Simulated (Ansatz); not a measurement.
```yaml
crystal:
  periodic: [false, false, false]
  atoms:
    - {symbol: C, position_ang: [-1.426200, -1.406200, 0.913720]}
    - {symbol: C, position_ang: [-1.470687, -1.070041, -0.372417]}
    - {symbol: Si, position_ang: [-0.540670, 0.367370, -1.085235]}
    - {symbol: Br, position_ang: [-2.037058, 1.909990, -1.712887]}
    - {symbol: C, position_ang: [0.660057, 1.137543, 0.118536]}
    - {symbol: C, position_ang: [1.872964, 0.256006, 0.410953]}
    - {symbol: H, position_ang: [-1.985782, -2.248376, 1.310905]}
    - {symbol: H, position_ang: [-0.831437, -0.851628, 1.634062]}
    - {symbol: H, position_ang: [-2.092420, -1.663186, -1.040958]}
    - {symbol: H, position_ang: [0.155859, -0.044381, -2.331533]}
    - {symbol: H, position_ang: [0.121820, 1.388047, 1.038743]}
    - {symbol: H, position_ang: [0.975380, 2.093571, -0.311521]}
    - {symbol: H, position_ang: [2.563047, 0.749128, 1.099794]}
    - {symbol: H, position_ang: [2.428743, 0.028917, -0.502269]}
    - {symbol: H, position_ang: [1.584483, -0.697358, 0.859409]}
basis:
  gaussian: {orbitals: aug-pcseg-2}
total_charge: -1
magnetization: {spin_polarized: true, initial_magnetization: 1}
hamiltonian: {xc: {name: rPW86-PBE}, dispersion: rvv10}
scf: {lower_state_search: light}
output: {forces: true}
```

```sh
$ ansatz run in.yaml --threads 2 --pin off --events-out ev --progress --plain --max-ram 32768MiB --backend cuda --devices 0, --max-vram 18GiB
```

Shortened log:

```
Functional definition: rPW86-PBE+rVV10
2123 factors; their error is unknown
mean field evaluation 1: about -82229.5950 eV, gradient 7.2e1 eV
mean field evaluation 2: about -81911.3522 eV, gradient 1.7e2 eV
mean field evaluation 4: about -82253.8976 eV, gradient 2.0e1 eV
mean field evaluation 8: about -82256.2272 eV, gradient 1.7e0 eV
mean field evaluation 16: about -82256.1572 eV, gradient 2.1e-2 eV
mean field evaluation 32: about -82256.1572 eV, gradient 5.4e-5 eV
a density is far from that of the atoms, so the factors are made again for it
3061 factors; integrals over basis functions are off by at most 9.5e-4 eV
mean field -82256.15711595 eV, -3022.8580187853 hartree, gradient 8.3e-6 eV, S^2 0.750734; 0 other end points of the search recorded, 0 dependent functions left out
reference -82256.15725927 eV, -3022.8580240522 hartree; 42, 41 occupied and 458, 459 virtual orbitals, 3061 factors
Total energy: -82256.15725927 eV, -3022.8580240522 hartree
Atom 0 at    -1.426200    -1.406200     0.913720 Å, force    -0.085552    -0.378270     1.491859 eV/Å
Atom 1 at    -1.470687    -1.070041    -0.372417 Å, force     0.352562     0.546774    -1.500499 eV/Å
Atom 2 at    -0.540670     0.367370    -1.085235 Å, force     0.281711    -1.291364     0.331836 eV/Å
Atom 3 at    -2.037058     1.909990    -1.712887 Å, force    -0.781548     0.993043    -0.412522 eV/Å
Atom 4 at     0.660057     1.137543     0.118536 Å, force    -0.086075     0.138374    -0.075274 eV/Å
Atom 5 at     1.872964     0.256006     0.410953 Å, force     0.089900    -0.118867     0.031539 eV/Å
Atom 6 at    -1.985782    -2.248376     1.310905 Å, force    -0.094885    -0.098357     0.132645 eV/Å
Atom 7 at    -0.831437    -0.851628     1.634062 Å, force     0.082558    -0.001826     0.131519 eV/Å
Atom 8 at    -2.092420    -1.663186    -1.040958 Å, force    -0.065360    -0.063141    -0.141813 eV/Å
Atom 9 at     0.155859    -0.044381    -2.331533 Å, force     0.039711     0.096722    -0.209539 eV/Å
Atom 10 at     0.121820     1.388047     1.038743 Å, force    -0.071425     0.018420     0.145235 eV/Å
Atom 11 at     0.975380     2.093571    -0.311521 Å, force     0.108560     0.184227    -0.026107 eV/Å
Atom 12 at     2.563047     0.749128     1.099794 Å, force     0.201626     0.113155     0.170005 eV/Å
Atom 13 at     2.428743     0.028917    -0.502269 Å, force     0.077808    -0.036024    -0.108086 eV/Å
Atom 14 at     1.584483    -0.697358     0.859409 Å, force    -0.049590    -0.102867     0.039201 eV/Å
Dipole moment:    -1.384577     0.479600    -1.690600 e Å
```

In this input the charge is far from anything that the molecule holds. The calculation finished and met its thresholds. The result belongs to that input, not to the molecule as meant.
